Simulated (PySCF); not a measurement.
[Eu(O2)2]− relaxed at several levels

Computed with PySCF 2.14.0, def2-SVP on the ligands, density fitting, scalar-relativistic core potentials, no spin-orbit coupling, vacuum. Each row is relaxed at its own level from the same template. Distances are means of the shortest metal–ligand contacts, charges and spins Mulliken's. lcecp potentials hold a fixed number of 4f electrons in the core, out of states, spins and gaps.

| level | basis on the metal | point group | M–O2 (Å) | charge on M (e) | strongest infrared band, degenerate modes summed (cm⁻¹) | unstable modes (below −25 cm⁻¹) |
| --- | --- | --- | --- | --- | --- | --- |
| TPSS | lcecp-1-SVP with ECP52 | D2d | 2.180 | 0.72 | – | not given |

Task: What does the calculation give for BP86, lcecp-1-SVP with ECP52?

Result: point group: D2d, M–O2 (Å): 2.182, charge on M (e): 0.62, strongest infrared band, degenerate modes summed (cm⁻¹): 469, unstable modes (below −25 cm⁻¹): 0.
```xyz
5

Eu    0.0000    0.0000    0.0000
O     0.5377    0.5377    2.0447
O    -0.5377   -0.5377    2.0447
O     0.5377   -0.5377   -2.0447
O    -0.5377    0.5377   -2.0447
```

One start shape was tried for each, so a minimum needn't be the lowest isomer.
